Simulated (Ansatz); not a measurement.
Species: SiHSF, charge 0, singlet. A triplet may lie lower; no result for it is given here. SiHSF (SMILES F[Si]S).
B3LYP-D3(BJ)/def2-TZVP minimum from Ansatz (a quantum-chemistry and plane-wave program):
```xyz
4

Si     0.2652    -0.4146     0.7896
F      0.4450    -1.5902    -0.3106
S     -0.4477     1.1308    -0.5447
H     -0.5558     2.0233     0.4561
```

Total energies in cc-pV(D+d)Z, 18 correlated electrons, 11 frozen orbitals. UHF or UKS for unpaired electrons; spin-orbit terms are left out. Correlated methods leave the cores frozen. No relativity. The restricted determinant of HFSSi (F[Si]S, singlet) is unstable towards broken spin symmetry in at least one set run.

| method | program | energy (Eh) | minus CCSDT(Q) (mEh) |
|---|---|---|---|
| HF | Ansatz | -786.55142 | 444.96 |
| MP2 | Ansatz | -786.95264 | 43.74 |
| CCSD | Ansatz | -786.98279 | 13.59 |
| CCSD(T) | Ansatz | -786.99419 | 2.19 |
| CCSDT(Q) | Ansatz | -786.99638 | 0.00 |

Rough core times of Ansatz's runs on a shared machine: CCSD(T) under 20 s, CCSDT(Q) 2 min.
